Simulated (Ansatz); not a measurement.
C₄H₁₀O, charge -1, doublet, at the geometry of the source list (a state made from the parent by changing its charge; the spin is typed, not shown lowest) (a gas-phase anion, which may not be bound at this level); REVPBE/STO-3G (Ansatz, an electronic-structure program).

Ansatz was given this input:
Ansatz 0.2 input:
```yaml
crystal:
  periodic: [false, false, false]
  atoms:
    - {symbol: C, position_ang: [-2.19060000, -0.09530000, 0.21800000]}
    - {symbol: C, position_ang: [-0.85850000, -0.04340000, -0.51960000]}
    - {symbol: C, position_ang: [0.31850000, 0.01870000, 0.44880000]}
    - {symbol: C, position_ang: [1.65600000, 0.07090000, -0.28060000]}
    - {symbol: O, position_ang: [2.69010000, 0.12660000, 0.68120000]}
    - {symbol: H, position_ang: [-2.23690000, -0.97320000, 0.85780000]}
    - {symbol: H, position_ang: [-3.01690000, -0.13920000, -0.48710000]}
    - {symbol: H, position_ang: [-2.31530000, 0.78760000, 0.84010000]}
    - {symbol: H, position_ang: [-0.83720000, 0.83350000, -1.17070000]}
    - {symbol: H, position_ang: [-0.75880000, -0.92780000, -1.15310000]}
    - {symbol: H, position_ang: [0.23690000, 0.90320000, 1.08190000]}
    - {symbol: H, position_ang: [0.31520000, -0.85680000, 1.09950000]}
    - {symbol: H, position_ang: [1.69000000, 0.95740000, -0.93150000]}
    - {symbol: H, position_ang: [1.76920000, -0.82190000, -0.91370000]}
    - {symbol: H, position_ang: [3.53840000, 0.15980000, 0.22900000]}
basis:
  gaussian:
    orbitals: STO-3G
hamiltonian:
  xc: revpbe
total_charge: -1
magnetization: {spin_polarized: true, initial_magnetization: 1}
```

**Question.** Write the output that Ansatz gives for this input, abridged.

**Answer.** 
```
Functional definition: revPBE
501 factors; integrals over basis functions are off by at most 4.4e-5 eV
mean field evaluation 1: about -6264.6252 eV, gradient 1.2e1 eV
mean field evaluation 2: about -6262.7963 eV, gradient 1.9e1 eV
mean field evaluation 4: about -6265.4466 eV, gradient 1.3e0 eV
mean field evaluation 8: about -6265.3665 eV, gradient 6.9e-2 eV
mean field evaluation 16: about -6265.3666 eV, gradient 6.8e-5 eV
mean field evaluation 32: about -6264.5770 eV, gradient 2.0e0 eV
mean field -6265.36661441 eV, -230.2479762615 hartree, gradient 5.8e-6 eV, S^2 0.750936; 5 other end points of the search recorded, 0 dependent functions left out
reference -6265.36664408 eV, -230.2479773519 hartree; 22, 21 occupied and 13, 14 virtual orbitals, 501 factors
Total energy: -6265.36664408 eV, -230.2479773519 hartree
```
